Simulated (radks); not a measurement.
Values are calculated unless marked as measured or tabulated.
The gold ion Au12+, 67 electrons, occupied as [Kr] 4d10 4f14 5s2 5p5. Code: a radial shooting solver on a logarithmic mesh with Libxc functionals. Model: non-relativistic Kohn-Sham, TPSS, spin-polarised, spherical densities, point nucleus; open shells are filled with parallel spins first (spin-orbit coupling, left out, can overturn this in heavy ions); meta-GGA in the generalised Kohn-Sham scheme; relativity is left out, which matters for an element this heavy.

X-ray form factor f0, the Fourier transform of the density (f0(0) = 67):

sin(theta)/lambda (1/angstrom),f0 (electrons)
0.05,66.698
0.1,65.811
0.15,64.391
0.2,62.517
0.25,60.287
0.3,57.805
0.4,52.481
0.5,47.194
0.6,42.318
0.8,34.161
1,27.860
1.25,22.080
1.5,18.255
2,14.122
